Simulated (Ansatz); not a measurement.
`[CH3][Ge]([F])([F])[C]#N`, charge 0, multiplicity 1.

Give a relaxed structure at PBE0-D4/def2-TZVP (Ansatz). (An estimate is asked.)

The calculation gave: 
```xyz
9

C    -0.813   -0.672    0.851
Ge   -0.043    0.306   -0.600
F    -0.191   -0.537   -2.089
F    -0.831    1.811   -0.848
C     1.821    0.722   -0.426
N     2.939    0.939   -0.261
H    -0.299   -1.626    0.960
H    -0.713   -0.096    1.771
H    -1.869   -0.846    0.642
```
Point group Cs.
This is one stationary point; other conformers may exist.
